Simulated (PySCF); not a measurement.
NMR data simulated for an unnamed compound:

¹H NMR (400 MHz, computed): δ 3.88 (d, 3H), 3.48 (m, 1H), 2.78 (m, 2H), 2.02 (m, 2H), 1.73 (m, 1H).

¹³C{¹H} NMR (computed): δ 186.2 (C), 46.4 (CH), 28.5 (CH2), 8.8 (CH).

[PySCF: structure optimised with GFN2-xTB; NMR shieldings at PBE0/pcSseg-1/GIAO; no relativistic terms; one conformer; isolated molecule; fast rotation and ring inversion assumed for equivalent nuclei]

Scale: ¹H, ¹³C against TMS (reference shieldings calculated alike).

**Question.** Which of these does the molecule contain: a (CH3)2CH unit, a Si–H bond, an NH or NH2 group, a heteroaromatic ring?

**Answer.** 
- A (CH3)2CH unit: no.
- A Si–H bond: yes (δH 3.88 (d)).
- An NH or NH2 group: no.
- A heteroaromatic ring: no.

The data belong to `O=C(Cl)[C@H]1C[C@H]([SiH3])C1`, C$_{5}$H$_{9}$ClOSi; they needn't prove each group on their own.

Carbon signals by region: 1 in the far downfield region (above 160 ppm), 3 below 50 ppm. Above 160 ppm: 186.2, carbonyl carbon.

Carbons that carry Cl, above all several Cl atoms, come out too deshielded, partly because spin–orbit coupling is missing. Shifts are as computed. Against solution values, carbons near 30 ppm lie about +3 ppm off and those near 130 ppm about +5 ppm; carbons on Cl a further +6 ppm. Of 1211 compounds with measured shifts, 218 miss one by over three times the rms of a fit or turn the order of signals round; such compounds aren't used in these exercises. Multiplicities follow the n + 1 count of equivalent neighbours, as no J values were calculated; m marks all less simple cases, F and P coupling included.
